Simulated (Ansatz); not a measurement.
C2H10N2Si can be A, `CN[SiH2]NC`, or B, `C[Si](C)(N)N`.

Gas-phase electronic energies from Ansatz, PBE0-D4/def2-TZVP geometries. CCSD(T)/CBS adds triple-zeta CCSD(T) − MP2 to the extrapolated MP2 energy (def2 sets, frozen cores). DFT in def2-TZVPP. B3LYP here is the variant with VWN-RPA as its local correlation; programs differ in this. One conformer a species, not always the lowest.

A:

```xyz
15

C     0.7769    1.2248   -1.9410
N     0.5871    0.0917   -1.0658
Si   -0.8981   -0.4014   -0.3739
N    -0.5973   -1.1180    1.1480
C     0.0657   -0.4714    2.2579
H     1.7113    1.7503   -1.7173
H    -0.0387    1.9363   -1.7934
H     0.7876    0.9568   -3.0052
H     1.3401   -0.5777   -1.0939
H    -1.7049    0.8569   -0.3765
H    -1.6747   -1.4537   -1.0963
H    -1.1385   -1.9285    1.4005
H     0.6988    0.3338    1.8790
H     0.7172   -1.1674    2.7958
H    -0.6325   -0.0324    2.9821
```

B:

```xyz
15

C    -0.0842   -1.7386    0.2663
Si   -0.1626    0.1185    0.0415
C     1.4824    0.7161   -0.6237
N    -0.6328    0.7416    1.5740
N    -1.3395    0.6992   -1.0699
H     0.1882   -2.2297   -0.6716
H     0.6623   -2.0232    1.0142
H    -1.0501   -2.1374    0.5865
H     2.2997    0.4076    0.0335
H     1.6885    0.3065   -1.6174
H     1.5040    1.8063   -0.6983
H    -0.7731    1.7303    1.7030
H    -0.3330    0.2972    2.4255
H    -2.3197    0.5313   -0.9125
H    -1.1303    0.7743   -2.0511
```

(1) Which is lower in electronic energy at CCSD(T)/CBS, and by how much? (Best estimate.)

(2) Give E(B) − E(A) in kcal/mol with CCSD/def2-TZVPP, MP2/def2-TZVPP, B3LYP, CCSD(T)/def2-TZVPP, B3LYP-D4, B2PLYP, ωB97M-V. (Best estimate.)

Largest T1 diagnostic: 0.010.

Results:

(1) Ansatz gave: B, by 42.0 kcal/mol.

(2) Computed: CCSD/def2-TZVPP -40.4, MP2/def2-TZVPP -42.6, B3LYP -38.5, CCSD(T)/def2-TZVPP -40.7, B3LYP-D4 -39.4, B2PLYP -40.0, ωB97M-V -41.9. None reverses the order clearly.

In def2-TZVPP, CCSD(T) changes the Hartree–Fock value by −3.9 kcal/mol (the triples alone add −0.3 kcal/mol) and MP2 by −5.8 kcal/mol. From PBE to PBE0 (25 % exact exchange), in def2-TZVPP and without D4, E(B) − E(A) moves by −0.7 kcal/mol.
